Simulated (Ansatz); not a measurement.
Isolated molecules relaxed with PBE0-D4/def2-TZVP in Ansatz; ΔE leaves out vibrations. CBS: MP2 limit from def2 TZ/QZ plus the TZ coupled-cluster correction, frozen cores. This one scheme is used for every species. Functionals use def2-TZVPP. Elements past krypton have def2 core potentials. For Ge, I outer-core shells are correlated without core-valence functions, which leaves a few kJ/mol of doubt a bond. Scalar relativity is left out up to krypton. One conformer a species, not always the lowest.

Consider the formal hydrolysis of a Ge–I bond: `[F][GeH2][I]` + H₂O → `[OH][GeH2][F]` + HI.

`[F][GeH2][I]`:

Cartesian coordinates in Å:
```
F -0.681 -0.024 -1.580
Ge -0.086 0.182 0.035
I 1.278 -1.830 0.579
H -1.313 0.245 0.948
H 0.802 1.428 0.018
```

H₂O:

```xyz
3

O     0.330    0.078    0.191
H    -0.226    0.694   -0.291
H    -0.104   -0.773    0.101
```

`[OH][GeH2][F]`:

Cartesian coordinates in Å:
```
O 1.140 0.255 -0.729
Ge -0.187 -0.222 0.324
F -1.007 1.226 0.828
H 0.851 0.636 -1.562
H -1.248 -1.044 -0.420
H 0.451 -0.851 1.559
```

HI:

Cartesian coordinates in Å:
```
I 0.748 -0.065 0.289
H -0.748 0.065 -0.289
```

```json
{"level": "LDA (SPW92)", "ΔE (kJ/mol)": "40.6"}
{"level": "revPBE-D4", "ΔE (kJ/mol)": "46.4"}
{"level": "ωB97X-V", "ΔE (kJ/mol)": "37.2"}
{"level": "BLYP", "ΔE (kJ/mol)": "36.2"}
{"level": "PBE0", "ΔE (kJ/mol)": "47.0"}
{"level": "r2SCANh", "ΔE (kJ/mol)": "42.9"}
{"level": "r2SCAN0", "ΔE (kJ/mol)": "44.7"}
{"level": "HF/def2-QZVPP", "ΔE (kJ/mol)": "35.5"}
```

Problem. What does CCSD(T)/CBS give? (An estimate is asked.)

Solution. Ansatz gave: +44.7 kJ/mol. The listed levels differ from it by -4.1, 1.7, -7.5, -8.5, 2.3, -1.8, 0.0, -9.2 kJ/mol.

Largest T1 diagnostic among the species: 0.012.

The D4 term adds +4.0 kJ/mol with B3LYP and +2.1 kJ/mol with PBE0; it sums over pairs of atoms, weighted by their polarisabilities, and B3LYP, whose exchange is more repulsive, gets the larger term. From r2SCAN to r2SCAN0 (25 % exact exchange), in def2-TZVPP and without D4, ΔE moves by +3.1 kJ/mol.

B3LYP here is the variant with VWN-RPA as its local correlation; programs differ in this.
